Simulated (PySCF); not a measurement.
A small calculation by hand: dipole moment from atomic charges

Si(Br)(OH)2(NH2) (BrH4NO2Si), SMILES Br[Si](O)(N)O. Atoms are numbered in the order given.

```xyz
9

N      1.9859    -0.1187    -0.9370
Si     0.4032     0.4096    -0.6033
O      0.4273     1.9625    -0.0469
O     -0.4351     0.1743    -2.0034
Br    -0.6818    -0.6758     1.0188
H      2.7100    -0.0307    -0.2339
H      2.1195    -0.9418    -1.5133
H      0.9357     2.5643    -0.6017
H     -1.3853     0.0631    -1.9032
```

The structure is a stationary point at PBE0-D3(BJ)/def2-SVP. This is a generated structure with no PubChem entry under its InChIKey; it may be hypothetical. The values are those of a single conformer.

Charges (e) from PBE/def2-TZVP in PySCF:

```
atom  ESP fit     IAO
----  -------  ------
N1     -0.855  -0.861
Si2     0.581   1.395
O3     -0.588  -0.777
O4     -0.524  -0.780
Br5    -0.174  -0.295
H6      0.369   0.282
H7      0.372   0.286
H8      0.439   0.372
H9      0.379   0.377
```

The dipole moment of the full density is 1.90 D.

Q: What dipole moment does each set of point charges give, and which comes closer to that of the density?

A: 
μ = Σ q r, and 1 e Å = 4.8032 D.
ESP fit: Σ q r = (0.306, 0.000, -0.284) e Å, |μ| = 2.00 D.
IAO: Σ q r = (0.257, -0.088, -0.176) e Å, |μ| = 1.56 D.
ESP fit comes closer in size. Point charges leave out the atoms' own dipoles (lone pairs, polarised bonds); fits to the potential absorb them, partitions of the density don't.
